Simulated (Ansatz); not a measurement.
Ligand exchange: C2H5ClSi2 + GeH2(GeH3)(OH) → C2H6OSi2 + GeH2(GeH3)Cl

Species: C2H5ClSi2 `[SiH3]C#C[SiH2]Cl`, singlet; GeH2(GeH3)(OH), singlet; C2H6OSi2 `O[SiH2]C#C[SiH3]`, singlet; GeH2(GeH3)Cl, singlet. The partners trade Cl for OH: Si–Cl and Ge–OH bonds give way to Si–OH and Ge–Cl.

Shapes, held fixed at every level: PBE0-D4/def2-TZVP. Flexible molecules stand in one conformer, not always the lowest. Programs: Ansatz 0.2.0. Electronic energies: no zero-point or thermal term.

```tsv
level	kind	ΔE (kJ/mol)	less CCSD(T)/def2-TZVPP
B3LYP-D4/def2-TZVPP	global hybrid	-55.1	-2.1
PBE0-D4/def2-TZVPP	global hybrid	-53.0	0.0
B2PLYP/def2-TZVPP	double hybrid	-54.1	-1.1
MP2/def2-TZVPP	perturbation theory	-52.3	+0.7
CCSD(T)/def2-SVP	coupled cluster or CI	-45.7	+7.3
CCSD/def2-SVP	coupled cluster or CI	-47.1	+5.9
CCSD/def2-TZVPP	coupled cluster or CI	-54.8	-1.8
CCSD(T)/def2-TZVPP	coupled cluster or CI	-53.0	0.0
```

The highest level, CCSD(T)/def2-TZVPP, gives ΔE = -53.0 kJ/mol; the levels span -55.1 to -45.7. The column of differences is taken from that level and isn't an error. No measured value is set beside it here. Relativity is left out for Ge unless named. Correlated rows may include outer-core shells of Ge, which these sets cover unevenly.
